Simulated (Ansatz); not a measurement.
```yaml
crystal:
  periodic: [false, false, false]
  atoms:
    - {symbol: C, position_ang: [-1.244577, -0.860062, -1.404555]}
    - {symbol: C, position_ang: [-0.474427, -0.354185, -0.452028]}
    - {symbol: O, position_ang: [-0.548384, -0.726587, 0.879469]}
    - {symbol: C, position_ang: [0.467580, 0.083706, 1.525216]}
    - {symbol: Si, position_ang: [0.907259, 0.873440, -0.145614]}
    - {symbol: H, position_ang: [-1.995622, -1.612734, -1.190906]}
    - {symbol: h, position_ang: [-1.129578, -0.520272, -2.424571]}
    - {symbol: H, position_ang: [0.010488, 0.722234, 2.284184]}
    - {symbol: H, position_ang: [1.214734, -0.558266, 1.996656]}
    - {symbol: H, position_ang: [0.612336, 2.318632, -0.327530]}
    - {symbol: H, position_ang: [2.245491, 0.576895, -0.719921]}
basis:
  gaussian: {orbitals: aug-cc-pVDZ}
hamiltonian: {xc: {name: PBE0-DH}}
output: {forces: true}
```

```sh
$ ansatz run in.yaml --threads 4 --pin off --events-out ev --progress --plain --max-ram 10444MiB
```

It prints (some lines left out):

```
Error: YAML parse error: error: line 10 column 16: `h` is not an element symbol (H … Og, case-exact)
 8 |     - {symbol: Si, position_ang: [0.907259, 0.873440, -0.145614]}
 9 |     - {symbol: H, position_ang: [-1.995622, -1.612734, -1.190906]}
10 |     - {symbol: h, position_ang: [-1.129578, -0.520272, -2.424571]}
11 |     - {symbol: H, position_ang: [0.010488, 0.722234, 2.284184]}
12 |     - {symbol: H, position_ang: [1.214734, -0.558266, 1.996656]}
```

In this input an element symbol is wrong. The input was rejected before any iteration.
